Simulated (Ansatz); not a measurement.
`C=C[CH2][GeH2][F]` → `C=[C](F)[GeH2][CH3]`  (isomerisation)

Program: Ansatz. Geometries: PBE0-D4/def2-TZVP. ΔE: electronic, gas phase. CCSD(T)/CBS adds triple-zeta CCSD(T) − MP2 to the extrapolated MP2 energy (def2 sets, frozen cores). Functionals use def2-TZVPP. For Ge outer-core shells are correlated without core-valence functions, which leaves a few kJ/mol of doubt a bond. Scalar relativity is left out up to krypton. One conformer a species, not always the lowest.

```json
{"level": "r2SCAN-D4", "ΔE (kcal/mol)": "25.9", "difference from CCSD(T)/CBS": "-1.8"}
{"level": "ωB97X-V", "ΔE (kcal/mol)": "26.4", "difference from CCSD(T)/CBS": "-1.3"}
{"level": "ωB97M-V", "ΔE (kcal/mol)": "26.2", "difference from CCSD(T)/CBS": "-1.5"}
{"level": "B2PLYP", "ΔE (kcal/mol)": "27.6", "difference from CCSD(T)/CBS": "-0.1"}
{"level": "PBE", "ΔE (kcal/mol)": "24.5", "difference from CCSD(T)/CBS": "-3.2"}
{"level": "r2SCAN", "ΔE (kcal/mol)": "25.9", "difference from CCSD(T)/CBS": "-1.8"}
{"level": "SCS-MP2/def2-TZVPP", "ΔE (kcal/mol)": "28.9", "difference from CCSD(T)/CBS": "1.2"}
{"level": "MP2/def2-QZVPP", "ΔE (kcal/mol)": "29.5", "difference from CCSD(T)/CBS": "1.8"}
{"level": "SCS-MP2/def2-QZVPP", "ΔE (kcal/mol)": "29.6", "difference from CCSD(T)/CBS": "1.9"}
{"level": "CCSD/CBS(def2)", "ΔE (kcal/mol)": "28.3", "difference from CCSD(T)/CBS": "0.6"}
{"level": "CCSD(T)/CBS", "ΔE (kcal/mol)": "27.7", "difference from CCSD(T)/CBS": "0"}
```

Largest T1 diagnostic among the species: 0.012.

In def2-TZVPP, CCSD(T) changes the Hartree–Fock value by −3.2 kcal/mol (the triples alone add −0.5 kcal/mol) and MP2 by −1.3 kcal/mol. From PBE to PBE0 (25 % exact exchange), in def2-TZVPP and without D4, ΔE moves by +1.3 kcal/mol.
